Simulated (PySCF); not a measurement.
C₂H₅S (SMILES CC[S]), doublet, at a GFN2-xTB geometry. Base run: R2SCAN/cc-pVDZ run with PySCF.

Input for PySCF:
```python
from pyscf import gto, scf, dft

mol = gto.Mole()
mol.atom = '''
    C     1.482554    0.659323   -0.016558
    C    -0.031544    0.783952    0.002485
    S    -0.844717   -0.823715    0.008237
    H    -0.371046    1.312006    0.895435
    H    -0.392973    1.316748   -0.878969
    H     1.933955    1.649482   -0.019490
    H     1.830643    0.118414    0.860426
    H     1.808830    0.123132   -0.904755
'''
mol.basis = 'cc-pvdz'
mol.charge = 0
mol.spin = 1
mol.verbose = 4
mol.symmetry = True
mol.build()

mf = dft.UKS(mol)
mf.xc = 'r2scan'
mf.kernel()
mf.analyze()
```

Variants of this job, named by their change:

```tsv
change	ΔE vs base (eV)	point group used	SCF cycles
base	0.00	Cs	11
irrep_nelec = A':(14, 13) A":(3, 3)	7.65	Cs	13
symmetry = off	0.00	C1	11
irrep_nelec = A':(12, 13) A":(5, 3)	8.64	Cs	13
```

Open shells are given as the SCF converged; they aren't shown to be the lowest states, and a large step between rows can be another state.
